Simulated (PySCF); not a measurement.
# Correlation energy of Co²⁺ (cobalt, charge +2)

[Ar] 3d6 4s1, high-spin 6D determinant (an excited configuration). Calculation: PySCF 2.14, in aug-cc-pwCVTZ-DK; scalar relativity by spin-free X2C-1e. Frozen: [Ar]; 7 electrons correlated.

MP2 pair energies summed by pair of shells (mhartree):

```tsv
pair	energy	share (%)
3d-3d	-131.96	86.6
3d-4s	-20.49	13.4
```

Total MP2 correlation energy: -152.45 mhartree.

Same-spin part -90.86 and opposite-spin part -61.59 mhartree; SCS-MP2 scales them by 1/3 and 6/5 to -104.19 mhartree.
